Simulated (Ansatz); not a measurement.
Geometry optimisation, RKS PBE/6-31G (Ansatz 0.2.0).

Input:

```yaml
crystal:
  periodic: [false, false, false]
  atoms:
    - { symbol: Si, position_ang: [0.0, 0.0, 0.0] }
    - { symbol: H, position_ang: [0.0, 0.0, 1.46] }
    - { symbol: O, position_ang: [1.5842, 0.0, -0.5594] }
    - { symbol: Si, position_ang: [2.4906, -1.3762, -0.8866] }
    - { symbol: H, position_ang: [1.6598, -2.3521, -1.5857] }
    - { symbol: H, position_ang: [3.6318, -1.0202, -1.7249] }
    - { symbol: H, position_ang: [2.9691, -1.9538, 0.366] }
    - { symbol: F, position_ang: [-0.7489, 1.2974, -0.5295] }
    - { symbol: O, position_ang: [-0.7913, -1.3709, -0.5594] }
    - { symbol: Si, position_ang: [-1.673, -2.4329, 0.3983] }
    - { symbol: H, position_ang: [-1.2634, -2.287, 1.792] }
    - { symbol: H, position_ang: [-3.0964, -2.1323, 0.2761] }
    - { symbol: H, position_ang: [-1.4264, -3.8036, -0.0398] }
basis:
  gaussian: { orbitals: "6-31G" }
hamiltonian:
  xc: pbe
relax:
  f_tol: 0.02
  max_steps: 40
output:
  orbitals: {}
```

Run as:

```bash
$ ansatz run input.yaml --threads 1 --pin off --max-ram 2048MiB --backend cpu --events-out ev --progress --plain --runs-dir out
```

Where does it end, and by what steps?

The forces met the threshold. Limits of this set-up: no polarisation functions. After 14 steps the energy has fallen by 0.921 eV; O9 moved furthest, 1.36 Å.

```
step  energy less start (eV)  largest force component (eV/Å)  accepted
   0                  0.0000                           3.181       yes
   1                 -0.5505                           1.662       yes
   2                 -0.7431                           0.296       yes
   3                 -0.8053                           0.241       yes
   4                 -0.8517                           0.144       yes
   5                 -0.8858                           0.078       yes
   6                 -0.8902                           0.316       yes
   7                 -0.9110                           0.028       yes
   8                 -0.9169                           0.112       yes
   9                 -0.9094                           0.549        no
  10                 -0.9189                           0.031       yes
  11                 -0.9199                           0.025       yes
  12                 -0.9204                           0.050       yes
  13                 -0.9204                           0.045       yes
  14                 -0.9212                           0.012       yes
```

```xyz
13
Properties=species:S:1:pos:R:3
Si 0.062 0.097 0.233
H 0.186 1.138 1.296
O 1.596 -0.399 -0.240
Si 2.703 -1.423 -1.076
H 1.992 -2.235 -2.140
H 3.758 -0.553 -1.718
H 3.345 -2.361 -0.077
F -0.726 0.772 -1.120
O -0.879 -1.182 0.785
Si -1.945 -2.527 0.640
H -2.204 -3.056 2.030
H -3.247 -2.093 0.000
H -1.307 -3.610 -0.206
```

Whether the end is a true minimum wasn't checked by a vibrational analysis.

Run time: 79 s on 1 thread of AMD EPYC 7R43 64-Core Processor (Zen 3), with other jobs on the host, peak memory 0.15 GiB.
